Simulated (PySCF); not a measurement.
Computed shifts of a molecule CH8ClNSi2, HF/pcSseg-1 (PySCF), GIAO, gas phase, equivalent atoms averaged, in ppm (number of nuclei): ²⁹Si: -24.9 (1), -28.0 (1). ¹⁵N: 21.7 (1). ¹³C: -3.1 (1). ¹H: 4.92 (2), 4.64 (2), 0.91 (1), 0.86 (3). References: ²⁹Si against TMS (σ = 393.8 ppm); ³⁵Cl against HCl (σ = 958.2 ppm); ¹⁵N against NH3 (σ = 267.3 ppm); ¹³C against TMS (σ = 192.6 ppm); ¹H against TMS (σ = 31.99 ppm), references at their B3LYP-D3(BJ)/def2-TZVP geometries, non-relativistic (without spin–orbit terms, shifts of atoms bonded to Cl or Br come out too high). Geometry optimised at B3LYP-D3(BJ)/def2-SVP. The values are those of a single conformer.

Task: Which structure fits?
A. C[SiH2]N[SiH2]Cl
B. N[Si@@H](Cl)C[SiH3]
C. C[Si@@H](N)[SiH2]Cl
D. C[Si@@](N)([SiH3])Cl

Result: A, C[SiH2]N[SiH2]Cl
